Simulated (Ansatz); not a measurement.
Basis-set extrapolation for C$_{2}$H$_{6}$AlFSi, SMILES `F/C=[C](/[AlH2])[SiH3]` (PBE0-D4/def2-TZVP geometry, frozen core, Ansatz 0.2.0). Multiplicity 1, RHF reference.

```tsv
	def2-TZVPP	def2-QZVPP
HF	-709.576263	-709.600243
MP2 correlation	-0.771694	-0.831046
CCSD(T) correlation	-0.850671	not run
```

Energies in hartree. Use E(X) = E(∞) + A·exp(−7.88·√X) for Hartree–Fock and E(X) = E(∞) + B·X^(−2.97) for correlation, with X = 3 and 4, and add CCSD(T) minus MP2 of the smaller set to the MP2 limit.

Q: What is the CCSD(T) energy at the basis-set limit?

A: HF limit: -709.600243 + (-0.023980) × 0.13774 = -709.60355. MP2 limit: -0.831046 + (-0.059352) × 0.74074 = -0.87501. Higher-order term: -0.850671 − (-0.771694) = -0.07898. Total: -710.55754 hartree, 342.9 kJ/mol below CCSD(T)/def2-TZVPP.
